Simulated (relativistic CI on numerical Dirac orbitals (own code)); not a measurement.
**Line list: Electric-dipole lines, Pr XXXVIII**

Calculated at this level of theory: Dirac-Coulomb-Breit CI, separate exchange-only KLI orbitals for each configuration, QED by a radiative potential, unscaled Slater integrals (own radial code, finite nucleus).

CI space (outside the closed core [Ne]): 3s2.3p6.3d4, 3s2.3p5.3d5, 3s.3p6.3d5, 3s2.3p6.3d3.4s, 3s2.3p6.3d3.4p, 3s2.3p6.3d3.4d, 3s2.3p5.3d4.4s, 3s2.3p6.3d3.4f, 3s.3p6.3d4.4s, 3p6.3d5.4p, 3s2.3p6.3d3.5s, 3p6.3d6, 3p5.3d7, 3p5.3d6.4s, 3p6.3d5.4s, 3p5.3d5.4s2, 3s2.3p6.3d2.4s2, 3s2.3p6.3d.4s2.4p, 3s2.3p6.3d.4s2.4d. Double excitations out of closed p, d and f shells are left out; levels of such configurations are missing from the list, as are those of other unlisted configurations, and high levels can miss mixing partners.

```
λ vac (Å)                  Lower                    Upper   A (s⁻¹)  log gf  S velocity/length
   33.539   3s2.3p6.3d4 3F_4 [4]  3s2.3p5.3d5 3G°_3 [181]  7.65e+11   -0.04               0.70
   34.206   3s2.3p6.3d4 3F_4 [4]  3s2.3p5.3d5 3D°_3 [175]  8.74e+11    0.03               0.70
   34.981   3s2.3p6.3d4 5D_2 [3]  3s2.3p5.3d5 5P°_2 [174]  6.54e+11   -0.22               0.71
   35.321   3s2.3p6.3d4 5D_3 [5]  3s2.3p5.3d5 5P°_2 [174]  7.10e+11   -0.18               0.70
   35.483  3s2.3p6.3d4 3G_4 [13]  3s2.3p5.3d5 1G°_4 [191]  6.94e+11    0.07               0.72
   35.626   3s2.3p6.3d4 3F_2 [8]  3s2.3p5.3d5 3F°_2 [177]  6.30e+11   -0.22               0.71
   35.855  3s2.3p6.3d4 3H_5 [10]  3s2.3p5.3d5 3F°_4 [179]  5.27e+11   -0.04               0.69
   35.896   3s2.3p6.3d4 5D_4 [7]  3s2.3p5.3d5 3D°_3 [175]  4.54e+11   -0.21               0.70
   35.897  3s2.3p6.3d4 3H_6 [11]  3s2.3p5.3d5 3H°_6 [182]  8.65e+11    0.34               0.72
   35.927  3s2.3p6.3d4 3H_5 [10]  3s2.3p5.3d5 3H°_5 [178]  5.32e+11    0.05               0.72
   41.928   3s2.3p6.3d4 3F_4 [4]  3s2.3p5.3d5 3H°_4 [118]  1.88e+11   -0.35               0.68
   42.895   3s2.3p6.3d4 5D_2 [3]  3s2.3p5.3d5 5P°_1 [107]  6.59e+11   -0.26               0.66
   44.052   3s2.3p6.3d4 3F_4 [4]   3s2.3p5.3d5 3F°_4 [96]  1.71e+11   -0.35               0.68
   44.095  3s2.3p6.3d4 1I_6 [22]  3s2.3p5.3d5 1H°_5 [160]  5.40e+11    0.24               0.62
   44.339  3s2.3p6.3d4 3H_6 [11]  3s2.3p5.3d5 3G°_5 [131]  4.01e+11    0.11               0.63
   44.423   3s2.3p6.3d4 5D_1 [2]   3s2.3p5.3d5 5F°_1 [79]  5.69e+11   -0.30               0.68
   44.496   3s2.3p6.3d4 5D_4 [7]  3s2.3p5.3d5 3H°_4 [118]  3.32e+11   -0.05               0.67
   44.639   3s2.3p6.3d4 3F_4 [4]   3s2.3p5.3d5 3G°_4 [93]  3.68e+11    0.00               0.67
   44.710   3s2.3p6.3d4 5D_3 [5]   3s2.3p5.3d5 5D°_2 [95]  5.09e+11   -0.12               0.67
   44.842   3s2.3p6.3d4 3F_4 [4]   3s2.3p5.3d5 3F°_4 [90]  1.80e+11   -0.31               0.68
   44.948   3s2.3p6.3d4 5D_3 [5]   3s2.3p5.3d5 5D°_3 [94]  2.30e+11   -0.31               0.68
   45.283   3s2.3p6.3d4 3P_0 [1]   3s2.3p5.3d5 3D°_1 [51]  5.23e+11   -0.32               0.68
   45.284  3s2.3p6.3d4 3H_5 [10]  3s2.3p5.3d5 3G°_5 [119]  3.09e+11    0.02               0.66
   45.830  3s2.3p6.3d4 3F_4 [19]  3s2.3p5.3d5 3F°_4 [150]  4.07e+11    0.06               0.66
   45.984  3s2.3p6.3d4 3H_6 [11]  3s2.3p5.3d5 3H°_6 [115]  4.51e+11    0.27               0.66
   46.172   3s2.3p6.3d4 5D_3 [5]   3s2.3p5.3d5 3G°_4 [82]  2.32e+11   -0.18               0.69
   46.239   3s2.3p6.3d4 5D_2 [3]   3s2.3p5.3d5 5F°_2 [76]  2.48e+11   -0.40               0.67
   46.240  3s2.3p6.3d4 3G_5 [20]  3s2.3p5.3d5 3G°_5 [148]  3.11e+11    0.04               0.66
   47.305  3s2.3p6.3d4 1I_6 [22]  3s2.3p5.3d5 3H°_6 [142]  2.88e+11    0.10               0.65
   49.730  3s2.3p6.3d4 3H_6 [11]   3s2.3p5.3d5 3I°_7 [86]  1.50e+11   -0.08               0.70
```

Terms are leading LS components. Brackets give the number of a level in order of energy, since labels repeat. The list gives strong lines, with weight on those to low levels, among the lowest 200 of 2413 levels, so that lines to higher ones, which can be the strongest, are missing. Levels whose partners in the same complex of configurations lie outside the list can be far off, and so can their lines. Rates are taken at the computed energies, electric ones in the length gauge. A velocity-to-length ratio far from 1 marks an uncertain rate.

At this charge energies of transitions that change n are usually good to better than 1 %, and those within a shell (Δn = 0) to a few per cent. Terms inside the open d or f shell come out 10 to 20 % too wide with unscaled integrals.

LS names give the leading component of a level, which can be under half, so a name can repeat, a term be missing and a line seem to break the LS rules.
